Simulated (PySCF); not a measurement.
Species: C₄H₉FOSi.
Structure used (PBE0-D3(BJ)/def2-SVP), in Å, numbered top down from 1:
```
atom  x, y, z in Å
F1    -0.9694    0.8884   -1.8864
C2    -1.0635    1.3119   -0.5734
C3    -1.6623    0.1755    0.2424
Si4   -0.4465   -1.2686    0.3513
C5     1.1870   -0.3639    0.6285
C6     1.2629    0.8623   -0.2783
O7     0.1651    1.7501   -0.1336
H8    -1.7118    2.2041   -0.5689
H9    -2.6358   -0.1092   -0.1852
H10   -1.8443    0.5470    1.2642
H11   -0.7921   -2.1786    1.4859
H12   -0.4134   -2.0663   -0.9115
H13    1.2343   -0.0463    1.6841
H14    2.0564   -1.0162    0.4465
H15    2.1467    1.4722   -0.0402
H16    1.3498    0.5575   -1.3355
```

The closed-shell ground state was solved at several levels (PySCF, density fitting, gas phase, non-relativistic).

```tsv
level	basis functions	HOMO (eV)	LUMO (eV)	gap (eV)	dipole (D)
B3LYP/def2-SVPD	222	-7.73	0.18	7.91	1.50
B3LYP/pcSseg-1	171	-7.63	0.69	8.32	1.44
```

**Question.** Estimate the row for PBE0/pcSseg-1, a basis of 171 functions; the other rows only guide the guess.

**Answer.** HOMO -7.89 eV, LUMO 0.93 eV, gap 8.82 eV, dipole 1.44 D.

**Question.** Over all these levels, which gives the widest orbital gap and which the narrowest?

**Answer.** PBE0/pcSseg-1 (global hybrid, 25 % exact exchange) has the widest, 8.82 eV, and B3LYP/def2-SVPD (global hybrid, 20 % exact exchange) the narrowest, 7.91 eV. Functional and basis both differ between the two, so the spread mixes both effects.

**Question.** How far do the dipole and the HOMO energy spread over the levels?

**Answer.** The dipole runs from 1.44 to 1.50 D (mean 1.46 D) and the HOMO from -7.89 to -7.63 eV.

One conformer stands for the species.
